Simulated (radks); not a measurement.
Neutral carbon inside a hard spherical wall (all orbitals vanish at R), configuration held at [He] 2s2 2p2 and not refilled when levels cross. Calculated with a radial shooting solver on a logarithmic mesh with Libxc functionals: scalar-relativistic Kohn-Sham, LDA (Slater exchange, VWN5 correlation), spin-unpolarised, spherical densities, point nucleus. Eigenvalues in eV, with the zero of energy where the potential of the charges vanishes at infinity; a dash marks a level that is unbound or too diffuse for the functional's potential to be trusted. A positive occupied level is held by the wall or, in an anion where self-interaction has pushed it up, behind a barrier. The pressure on the wall is -dE/dV.

\begin{tabular}{lrrrrrrrr}
R (bohr) & E (hartree) & kinetic (hartree) & e(1s) & e(2s) & e(2p) & e(3s, empty) & e(3p, empty) & pressure (GPa) \\ \hline
free & -37.44197 & 37.237 & -270.81 & -13.641 & -5.417 & -0.166 & - & 0 \\
20 & -37.44197 & 37.237 & -270.81 & -13.641 & -5.417 & -0.135 & 0.470 & < 0.0001 \\
12 & -37.44197 & 37.237 & -270.81 & -13.640 & -5.417 & 0.160 & 1.243 & < 0.0001 \\
10 & -37.44194 & 37.237 & -270.81 & -13.636 & -5.412 & 0.522 & 1.900 & 0.000917 \\
8 & -37.44157 & 37.240 & -270.75 & -13.602 & -5.375 & 1.485 & 3.362 & 0.0187 \\
3.5 & -37.23958 & 38.144 & -263.96 & -9.171 & -0.185 & 29.973 & 32.593 & 61.1 \\
2 & -34.77030 & 44.844 & -235.01 & 20.183 & 28.536 & 153.86 & 136.44 & 3020 \\
\end{tabular}
